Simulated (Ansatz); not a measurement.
Consider the atomization: `CB(O)/C=C/F` → B• + 3 C• + F• + 6 H• + O•.

Isolated molecules relaxed with PBE0-D4/def2-TZVP in Ansatz; ΔE leaves out vibrations. CCSD(T)/CBS is the MP2 limit (def2-TZVPP, def2-QZVPP) plus CCSD(T) − MP2 in def2-TZVPP, frozen cores. This one scheme is used for every species, atoms too. Functionals use def2-TZVPP. B3LYP here is the variant with VWN-RPA as its local correlation; programs differ in this. No spin–orbit coupling; open shells (•) take unrestricted orbitals. Spin–orbit coupling would lower the free atoms: a little for B, C, F, O. One conformer a species, not always the lowest.

(1) What is ΔE at CCSD(T)/CBS? (Best estimate.)

(2) What do these levels give: B3LYP-D4, ωB97X-V, B2PLYP, r2SCAN, MP2/def2-TZVPP, MP2/CBS(def2)? (Estimate.)

Largest T1 diagnostic among the species: 0.014.

Answers

(1) Computed: +52.30 eV.

(2) Computed: B3LYP-D4 52.48, ωB97X-V 52.42, B2PLYP 52.03, r2SCAN 52.72, MP2/def2-TZVPP 52.33, MP2/CBS(def2) 53.54 eV.

The D4 term adds +0.33 eV with B3LYP and +0.18 eV with PBE0; it sums over pairs of atoms, weighted by their polarisabilities, and B3LYP, whose exchange is more repulsive, gets the larger term. From PBE to PBE0 (25 % exact exchange), in def2-TZVPP and without D4, ΔE moves by −1.11 eV: exact exchange takes away binding that semilocal exchange gives to molecules.

For atomizations the MP2-based limit and the directly extrapolated one differ by several kJ/mol either way, and by 10 to 25 for some Ge, Se and Sn compounds, so smaller differences from it don't rank the levels.
